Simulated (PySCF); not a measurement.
**Sr²³⁺: ionisation energy**

Sr²³⁺ [Ne] 3s2 3p3 (4S) → Sr²⁴⁺ [Ne] 3s2 3p2 (3P), as a difference of total energies. Calculation: PySCF 2.14, in an even-tempered Gaussian basis (18 s from 2.7 bohr⁻², ratio 2.5; 12 p from 3.5 bohr⁻², ratio 2.5; 5 d from 15 bohr⁻², ratio 2.7; 4 f from 23 bohr⁻², ratio 2.7); scalar relativity by spin-free X2C-1e. Correlated levels: outer shells: 1s2 frozen; virtual orbitals above 40 to 60 times the deepest correlated orbital energy dropped. The calculations carry no spin-orbit coupling.

| method | ionisation energy (eV) |
| --- | --- |
| UHF | 1104.4 |
| MP2 (outer shells) | 1105.0 |
| SCS-MP2 (outer shells) | 1104.7 |
| CCSD (outer shells) | 1104.8 |
| CCSD(T) (outer shells) | 1104.8 |

Spin-orbit coupling is strong in these open shells (close to jj coupling). The scalar numbers leave it out and a first-order estimate fails, so it can dominate the gap to the real levels.

Breit and QED terms and the two-electron picture change are absent.

For comparison: 1105 ± 4 eV (semi-empirical (NIST evaluation); NIST Atomic Spectra Database, ionization energies).
